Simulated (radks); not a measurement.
The mean radii <r> (bohr) of the occupied orbitals of an atom or ion are listed with their occupations. Method: Dirac Kohn-Sham, LDA (Slater exchange, Perdew-Wang correlation), spin-unpolarised, spherical densities, finite nucleus; Fermi nuclear charge, rms radius of each element as measured or else 0.836 A^(1/3) + 0.57 fm; computed with a radial shooting solver on a logarithmic mesh with Libxc functionals.

orbital  occ.     <r>
1s1/2       2  0.1205
2s1/2       2  0.6061
2p1/2       2  0.5654
2p3/2       3  0.5673
5p1/2       1   7.236

Name the element and its charge. Open shells, if any, fill j = l - 1/2 first.

Answer. Z = 13, aluminium, charge +3: Al3+ in [He] 2s2 2p5 5p1. The 1s radius gives Z: for a bare nucleus <r> = (2 gamma + 1)/(2Z) with gamma = sqrt(1 - (Z/c)^2), 0.115 bohr for Z = 13, and screening makes it slightly larger (0.1205 here). The occupations add up to 10, and the charge is Z minus that.
